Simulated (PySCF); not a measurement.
# O (oxygen, neutral): UHF calculation

Configuration: [He] 2s2 2p4, high-spin 3P determinant. Calculation: PySCF 2.14, in cc-pVDZ-DK; the spin-free X2C one-electron Hamiltonian (Gaussian nucleus).

```
Total energy                                                  : -74.844160 hartree
One-electron energy                                           : -103.3489 hartree
Hartree (Coulomb) energy                                      : 36.7379 hartree
Exchange energy                                               : -8.2332 hartree
⟨S²⟩                                                          : 2.0044
⟨L²⟩                                                          : 2.007
Sum of ⟨r⟩                                                    : 7.559 bohr
Sum of ⟨r²⟩                                                   : 10.88 bohr²
Traceless quadrupole moment −½Σ⟨3z² − r²⟩ along its main axis : -0.862 e·bohr²
Langevin diamagnetic susceptibility                           : -8.62 ×10⁻⁶ cm³/mol
Time after the integrals                                      : 0.05 s of wall time on 1 thread of Neoverse-V1 (shared host)
```

```
shell  electrons  mean orbital energy (hartree)  spread (hartree)  rms radius, mean of both spins (bohr)
 1s α          1                      -20.71678                 0                                  0.230
 1s β          1                      -20.63787                 0                                  0.230
 2s α          1                       -1.40949                 0                                   1.25
 2s β          1                       -1.07322                 0                                   1.25
 2p α          3                       -0.66330           0.09663                                   1.38
 2p β          1                       -0.51218                 0                                   1.38
```
